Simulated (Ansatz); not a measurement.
## Ligand exchange: C2H4F2 + HfCl4 → CHClF2 + Hf(CH3)Cl3

Species: C2H4F2 (1,1-difluoroethane) `CC(F)F`, singlet; HfCl4 (hafnium tetrachloride) `[Cl][Hf]([Cl])([Cl])[Cl]`, singlet; CHClF2 (difluorochloromethane) `FC(F)Cl`, singlet; Hf(CH3)Cl3, singlet. The partners trade CH3 for Cl: C–CH3 and Hf–Cl bonds give way to C–Cl and Hf–CH3.

Shapes, held fixed at every level: PBE0-D4/def2-TZVP. Programs: Ansatz 0.2.0. The zero-point and thermal change to 298 K, harmonic and unscaled (PBE0-D4/def2-TZVP), is -9.3 kJ/mol.

**Question.** Estimate ΔH(298 K) of this reaction.

**Answer.** The highest level, CCSD(T)/def2-TZVPP, gives ΔH(298 K) = +226.1 kJ/mol; the levels span +222.8 to +255.5. The column of differences is taken from that level and isn't an error. No measured value is set beside it here. For atoms past krypton def2 sets carry core potentials with scalar relativity. Correlated rows may include outer-core shells of Hf, which these sets cover unevenly.

```tsv
level	kind	ΔH(298 K) (kJ/mol)	less CCSD(T)/def2-TZVPP
HF/def2-SVP	Hartree–Fock	+255.5	+29.4
r2SCAN-D4/def2-TZVPP	meta-GGA	+222.8	-3.3
r2SCAN0-D4/def2-TZVPP	global hybrid	+227.6	+1.5
wB97M-V/def2-TZVPP	range-separated hybrid	+222.9	-3.2
wB97X-V/def2-TZVPP	range-separated hybrid	+224.7	-1.4
MP2/def2-SVP	perturbation theory	+239.9	+13.8
MP2/def2-TZVPP	perturbation theory	+230.2	+4.1
CCSD(T)/def2-TZVPP	coupled cluster or CI	+226.1	0.0
```
